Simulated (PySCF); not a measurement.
Match the calculated data to a structure.

All candidates are C6H7F3Si.

| technique | computed result |
| --- | --- |
| 1H NMR | chemical shifts (computed TMS as zero) by class: 4.79 (1 H), 4.73 (1 H), 3.22 (1 H), 1.94 (2 H), 1.86 (2 H) ppm [GIAO PBE0/pcSseg-1] |
| Rotational structure | rotational constants A, B, C: 3.039, 0.410, 0.405 GHz [GFN2-xTB] |
| 13C NMR | chemical shifts (computed TMS as zero) by class: 124.6 (1 C), 103.6 (1 C), 76.9 (1 C), 23.1 (1 C), 19.3 (2 C) ppm [GIAO PBE0/pcSseg-1] |
| NMR, other nuclei | isotropic shieldings of nuclei other than C and H, by class: 233 (3 F), 389 (1 Si) ppm [GIAO PBE0/pcSseg-1] |
| Dipole | 4.04 D [PBE0/pcSseg-1] |

Electronic properties: PySCF, gas phase, density fitting. Levels stand in brackets. Isolated species at its GFN2-xTB geometry (one conformer only). NMR classes are plain means over equivalent atoms (diastereotopic ones count apart unless rotation or inversion swaps them), as if these changed places fast.

Question: Which candidate is it?
A. `CC#C[SiH2]CC(F)=C(F)F`
B. `FC(F)(F)C#CC1C[SiH2]C1`
C. `FC(F)=C(F)/C=C/[C@@H]1C[SiH2]1`

Answer: B. It is `FC(F)(F)C#CC1C[SiH2]C1`. Numbering: `[F:1][C:2]([F:3])([F:4])[C:5]#[C:6][CH:7]1[CH2:8][SiH2:9][CH2:10]1`. Its formula, C6H7F3Si, gives 3 degrees of unsaturation: 1 ring and 2 π bonds in the structure found. 6 carbons fall into 5 classes; from least to most shielded: CF3 carbon [C2] (124.6 ppm), alkyne carbon [C6] (103.6 ppm), alkyne carbon [C5] (76.9 ppm), propargylic carbon [C7] (23.1 ppm), ring sp3 carbon bound to silicon [C8/C10] (19.3 ppm, 2 C). Hydrogen classes from least to most shielded: 1 H on an SiH2 silicon, Si9 (4.79 ppm), 1 H on an SiH2 silicon, Si9 (4.73 ppm), 1 H on a propargylic carbon, C7 (3.22 ppm), 2 H on 2 like atoms (sp3 carbon bound to silicon), C8/C10 (1.94 ppm), 2 H on 2 like atoms (sp3 carbon bound to silicon), C8/C10 (1.86 ppm). The other shieldings belong to: 233 ppm, fluorine of a CF3 group [F1/F3/F4]; 389 ppm, SiH2 silicon [Si9]. By its constants the optimised geometry is a nearly prolate symmetric top.

The others, at the same levels:
- `FC(F)=C(F)/C=C/[C@@H]1C[SiH2]1` fails: it has 6 carbon classes against 5; its computed 13C shifts are 167.4 (1 C), 143.7 (1 C), 139.6 (1 C), 114.8 (1 C), 20.2 (1 C), 6.0 (1 C) ppm, 1H shifts are 6.14 (1 H), 5.87 (1 H), 2.85 (1 H), 2.53 (1 H), 2.19 (1 H), 1.28 (1 H), 0.93 (1 H) ppm and smallest rotational constant is 0.375 GHz (against 0.405 GHz).
- `CC#C[SiH2]CC(F)=C(F)F` fails: it has 6 carbon classes against 5; its computed 13C shifts are 167.7 (1 C), 137.0 (1 C), 116.7 (1 C), 79.5 (1 C), 16.2 (1 C), 6.0 (1 C) ppm, 1H shifts are 4.56 (2 H), 2.12 (3 H), 1.86 (2 H) ppm and rotational constant A is 1.203 GHz (against 3.039 GHz).

Each candidate is one conformer, not necessarily the lowest. Dipoles, sizes and rotational constants follow the conformer. The torsions of the flexible species, by atom-mapped SMILES:
- `[F:1][C:2]([F:3])=[C:4]([F:5])/[CH:6]=[CH:7]/[C@@H:8]1[CH2:9][SiH2:10]1`: C2–C4–C6–C7 -179°, C6–C7–C8–C9 -160°
- `[CH3:1][C:2]#[C:3][SiH2:4][CH2:5][C:6]([F:7])=[C:8]([F:9])[F:10]`: C3–Si4–C5–C6 -61°, Si4–C5–C6–F7 -80°
